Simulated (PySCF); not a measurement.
**C₆ coefficients of unlike pairs at PBE0**

Calculated with PySCF 2.14 from the dipole response of each species, C₆(A,B) = (3/π) ∫ α_A(iu) α_B(iu) du, in atomic units, from isotropic polarisabilities. For ions this is the dispersion term alone; charge-induced terms of lower order in 1/R come first.

```json
{"species": "N²⁺", "configuration": "[He] 2s2 2p1 (2P)", "basis": "aug-cc-pVQZ with one added diffuse shell each of s, p, d, f, g type (7s6p5d4f3g)", "relativity": "none", "α (bohr³)": "2.602", "C₆ (like pair)": "3.694"}
{"species": "Cu³⁺", "configuration": "[Ar] 3d8 (3F)", "basis": "x2c-TZVPPall with one added diffuse shell each of s, p, d, f type (7s6p5d3f1g)", "relativity": "spin-free X2C", "α (bohr³)": "1.593", "C₆ (like pair)": "3.637"}
{"species": "Br²⁺", "configuration": "[Ar] 3d10 4s2 4p3 (4S)", "basis": "aug-cc-pVQZ-PP with ECP10MDF (7s6p5d3f2g)", "relativity": "core potential", "α (bohr³)": "8.303", "C₆ (like pair)": "39.68"}
{"species": "Te²⁺", "configuration": "[Kr] 4d10 5s2 5p2 (3P)", "basis": "aug-cc-pVQZ-PP with one added diffuse shell each of s, p, d, f, g type with ECP28MDF (8s8p6d4f3g)", "relativity": "core potential", "α (bohr³)": "14.93", "C₆ (like pair)": "97.52"}
```

(1) Estimate C₆ for Te²⁺ with N²⁺.

No spin-orbit coupling is included.

The other pairs:

```json
{"pair": "Cu³⁺, N²⁺", "C₆": "3.326"}
{"pair": "Br²⁺, Cu³⁺", "C₆": "10.75"}
{"pair": "Te²⁺, Br²⁺", "C₆": "61.80"}
{"pair": "Te²⁺, Cu³⁺", "C₆": "16.24"}
{"pair": "Br²⁺, N²⁺", "C₆": "12.09"}
```

Results:

(1) The integral gives 18.85. The combination rule 2 C_A C_B / (C_A α_B/α_A + C_B α_A/α_B) gives 18.86 and the geometric mean 18.98.
